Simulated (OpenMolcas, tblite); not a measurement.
# CHFGaN (SMILES N#[C][GaH][F]): the vertical ionisation energy, rung by rung

CHFGaN has 5 atoms, charge 0, and is taken as a singlet. As SMILES, `N#[C][GaH][F]`. Geometry: relaxed at PBE0-D4/def2-TZVP.

Each level gives the vertical ionisation energy (to the doublet cation) (eV). The values are calculated.

```csv
level,kind,program,value (eV),less CCSD(T)/cc-pVDZ,CPU time (all runs)
GFN2-xTB,semi-empirical,tblite,15.64,+2.83,under 2 s
HF/cc-pVDZ,Hartree–Fock,OpenMolcas,11.49,-1.32,31 s
BLYP/cc-pVDZ,GGA,OpenMolcas,11.50,-1.31,2.6 min
revPBE/cc-pVDZ,GGA,OpenMolcas,11.56,-1.25,2.1 min
TPSS/cc-pVDZ,meta-GGA,OpenMolcas,11.71,-1.10,2.7 min
M06-2X/cc-pVDZ,hybrid meta-GGA,OpenMolcas,12.79,-0.02,2.7 min
"CCSD(T)/cc-pVDZ, open shells restricted",coupled cluster or CI,OpenMolcas,12.81,0.00,3 min
```

CCSD(T)/cc-pVDZ, open shells restricted is the highest level here, not the true value. All-electron rows without a relativistic Hamiltonian named are non-relativistic. The values span 11.49 to 15.64 eV. The xTB values lack the empirical shift that such differences need. In the correlated wave-function rows the outer d shell of Ga is correlated, in sets not made for it. CPU times are rough (shared hosts, several kinds of processor): they show what a rung costs within a factor of a few.
